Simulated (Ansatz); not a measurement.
Reaction (formal hydrolysis of the Si–B bond): `OB[SiH2][SiH2]F` + H₂O → `O[SiH2][SiH2]F` + `BO`

Calculated with Ansatz (gas phase, PBE0-D4/def2-TZVP geometries, no zero-point term in ΔE). CCSD(T)/CBS is the MP2 limit (def2-TZVPP, def2-QZVPP) plus CCSD(T) − MP2 in def2-TZVPP, frozen cores. This one scheme is used for every species. Functionals use def2-TZVPP. B3LYP here is the variant with VWN-RPA as its local correlation; programs differ in this. Each species was taken in one conformer, which may not be the lowest.

`OB[SiH2][SiH2]F`:

Cartesian coordinates in Å:
```
O 1.592 1.602 0.054
B 1.813 0.290 -0.130
Si 0.320 -1.105 -0.003
Si -1.721 0.050 0.004
F -1.313 1.582 0.387
H 0.673 1.840 0.231
H 2.946 -0.031 -0.361
H 0.343 -2.077 -1.132
H 0.445 -1.881 1.265
H -2.379 0.115 -1.327
H -2.720 -0.384 1.014
```

H₂O:

```xyz
3

O     0.197   -0.302   -0.147
H    -0.258    0.389   -0.632
H     0.060   -0.088    0.779
```

`O[SiH2][SiH2]F`:

Cartesian coordinates in Å:
```
O 0.909 -0.554 -1.611
Si 0.234 -0.888 -0.139
Si -0.544 1.182 0.649
F -1.234 0.948 2.084
H 1.296 -1.276 -2.107
H 1.230 -1.476 0.802
H -0.885 -1.867 -0.257
H -1.566 1.773 -0.254
H 0.561 2.159 0.832
```

`BO`:

Cartesian coordinates in Å:
```
B -0.119 -0.404 -0.004
O 0.701 0.643 -0.225
H 0.277 -1.480 -0.343
H -1.194 -0.242 0.509
H 0.336 1.483 0.064
```

| level | ΔE (kcal/mol) | difference from CCSD(T)/CBS |
| --- | --- | --- |
| PBE-D4 | -15.4 | 5.0 |
| r2SCAN-D4 | -19.4 | 1.0 |
| B3LYP-D4 | -21.0 | -0.6 |
| ωB97M-V | -21.2 | -0.8 |
| PBE | -16.4 | 4.0 |
| r2SCAN | -19.7 | 0.7 |
| B3LYP | -22.6 | -2.2 |
| HF/def2-TZVPP | -29.4 | -9.0 |
| MP2/def2-TZVPP | -22.4 | -2.0 |
| CCSD/def2-TZVPP | -21.9 | -1.5 |
| HF/def2-QZVPP | -29.8 | -9.4 |
| MP2/def2-QZVPP | -22.4 | -2.0 |
| SCS-MP2/def2-QZVPP | -24.0 | -3.6 |
| HF/CBS(def2) | -29.8 | -9.4 |
| MP2/CBS(def2) | -22.2 | -1.8 |
| CCSD/CBS(def2) | -21.7 | -1.3 |
| CCSD(T)/CBS | -20.4 | 0 |

Largest T1 diagnostic among the species: 0.014.

The D4 term adds +1.6 kcal/mol with B3LYP and +0.9 kcal/mol with PBE0; it sums over pairs of atoms, weighted by their polarisabilities, and B3LYP, whose exchange is more repulsive, gets the larger term. In def2-TZVPP, CCSD(T) changes the Hartree–Fock value by +8.8 kcal/mol (the triples alone add +1.3 kcal/mol) and MP2 by +7.0 kcal/mol.
